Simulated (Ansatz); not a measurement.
The cluster NbO2⁻, relaxed as a triplet with UKS r2SCAN-D4/def2-TZVPD in Ansatz, starting from the r2SCAN-D4/def2-TZVPD geometry of the charge -1 singlet. Force threshold 0.02 eV/Å.

In the def2 sets Nb takes a core potential; there is no spin–orbit coupling. The highest occupied level of the charge -1 triplet lies above zero (up to 0.92 eV). It is a level of α spin, whose loss leaves a doublet; that state wasn't run at this geometry and level. The electron is either unbound and held by the finite basis, or the level is raised by self-interaction error. The relaxation made no stability test and no search for a lower SCF solution. At PBE0-D4/def2-TZVPD a broken-symmetry singlet of charge -1 lies 0.17 eV below the triplet, each at its own geometry. The structure comes from a short search, and lower isomers may exist.

Start:

```
atom   x (Å)   y (Å)   z (Å)
 Nb1   0.624   0.313   0.084
  O2   0.309  -1.246  -0.604
  O3  -0.933   0.934   0.520
```

(1) Estimate the energy that the relaxation releases and the steps that it takes.

(2) Does the start keep its bonding and symmetry?

(3) Predict the relaxed structure.

Answers

(1) 1.7 kcal/mol, in 4 steps; 6.5 s on 4 threads of Arm Neoverse V2 on a shared host. No frequencies were taken in this run, so the end may be a saddle point.

(2) By distances, no bond broke or formed. The bond that changes most is Nb1–O3, from 1.73 to 1.76 Å (atoms count from 1). Point group C2v at the start, C2v at the end, both within 0.05 Å.

(3) 
```xyz
3

Nb    0.5776    0.2892    0.0777
O     0.3722   -1.3042   -0.6369
O    -0.9498    1.0151    0.5592
```
Bond lengths: 2 × Nb–O 1.76 Å.
